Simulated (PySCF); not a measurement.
SiCl₃ (doublet). Computed with UPBE0 in PySCF with Si def2-TZVP, Cl def2-TZVP; no relativity; density-fitted integrals.

Harmonic bands of its minimum:

| ω (cm⁻¹) | IR (km/mol, summed over degenerate members) | degeneracy |
| --- | --- | --- |
| 163 | 2.6 | 2 |
| 240 | 5.1 | 1 |
| 475 | 20.7 | 1 |
| 591 | 349 | 2 |

The central atom is Si. Infer the point group and assign the bands.

C3v. The modes span 2e + 2a1: 163 e, 240 a1, 475 a1, 591 e. The computed geometry has Si–Cl 2.043 Å (×3); Cl–Si–Cl 109.5° (×3).

This need not be the most stable arrangement of these atoms.
